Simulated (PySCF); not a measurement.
This script is equivalent to a calculation on Al²⁺ (aluminium, charge +2).

```python
from pyscf import gto, scf, dft, mp, cc
import basis_set_exchange as bse
mol = gto.M(atom="Al 0 0 0", charge=2, spin=1, symmetry="D2h",
            basis=gto.basis.parse(bse.get_basis("aug-cc-pVDZ-DK", elements=["Al"], fmt="nwchem", header=False)),
            nucmod="G")
mf = dft.UKS(mol, xc="B88,P86").sfx2c1e()
mf.irrep_nelec = {'Ag': (3, 2), 'B1u': (1, 1), 'B2u': (1, 1), 'B3u': (1, 1)}
mf.kernel()
```

Q: What total energy does it give?

A: -241.901 hartree (calculated).

Q: Which occupied shell lies highest, and where?

A: 3s α, at -24.633 eV.

Q: What is ⟨S²⟩, and what would a pure spin state give?

A: 0.750, against 0.75.
